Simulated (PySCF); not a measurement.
## Nuclear quadrupole coupling in `F/C=C(\[SiH3])C[SiH2]N[SiH3]`

C₃H₁₂FNSi₃.
Cartesian coordinates in Å at the GFN2-xTB level; atoms count from 1:
```xyz
20
C3H12FNSi3 angstrom
F     -2.3598    1.5115   -1.5774
C     -1.6407    0.3676   -1.4548
C     -1.5681   -0.2815   -0.3029
Si    -2.4986    0.3878    1.2030
C     -0.7142   -1.4940   -0.1867
Si     0.9843   -1.0530    0.5695
N      1.5841    0.2806   -0.3445
Si     3.1283    1.0638   -0.2414
H     -1.1735    0.0964   -2.3931
H     -3.9113    0.5403    0.8527
H     -2.3509   -0.5926    2.2824
H     -1.9281    1.6760    1.6015
H     -1.1999   -2.2335    0.4469
H     -0.5600   -1.9473   -1.1672
H      0.8261   -0.7224    1.9921
H      1.9051   -2.1806    0.4103
H      0.8770    0.7978   -0.8441
H      3.1891    1.9656   -1.3916
H      4.1445    0.0154   -0.2983
H      3.2615    1.8129    1.0126
```

Field gradients from the PBE0/pcSseg-1 density (PySCF, non-relativistic), principal values in atomic units, ordered |Vxx| ≤ |Vyy| ≤ |Vzz|:

```json
{"atom": "N7", "Vxx": "0.2299", "Vyy": "0.5328", "Vzz": "-0.7627"}
```

Task: Find the asymmetry η = (Vxx − Vyy)/Vzz and the couplings χ = eQV/h (234.96 MHz × Q in barn × V in au), with Q(14N) = 0.02044 b.

Result: 
```csv
atom,environment,nucleus,η,χzz (MHz),χxx (MHz),χyy (MHz)
N7,nitrogen bridging silicon atoms,14N,0.40,-3.663,1.104,2.559
```

The tensor is traceless: Vxx + Vyy + Vzz = 0.

Task: What is Vzz at N7 in SI units (1 au = 9.71736 × 10²¹ V/m²)?

Result: -0.7627 au = -7.411 × 10²¹ V/m².

Task: What couplings would deuterons (Q(2H) = 0.00286 b) have in place of the hydrogens, at this geometry?

Result: 
```tsv
atom	bonded to	bond length (Å)	Vzz (au)	η	χzz (kHz)
H9	C2	1.083	0.3160	0.11	212
H10	Si4	1.463	0.1628	0.01	109
H11	Si4	1.466	0.1607	0.03	108
H12	Si4	1.464	0.1626	0.01	109
H13	C5	1.088	0.3157	0.05	212
H14	C5	1.091	0.3106	0.06	209
H15	Si6	1.469	0.1563	0.02	105
H16	Si6	1.464	0.1602	0.03	108
H17	N7	1.009	0.4266	0.15	287
H18	Si8	1.463	0.1614	0.04	108
H19	Si8	1.461	0.1625	0.04	109
H20	Si8	1.467	0.1579	0.02	106
```

Isolated species at its GFN2-xTB geometry (one conformer only). GFN2-xTB bond lengths can be off by several hundredths of an ångström, more for odd bonds, and the gradients follow them. With so small a basis the couplings can be 20 % off.
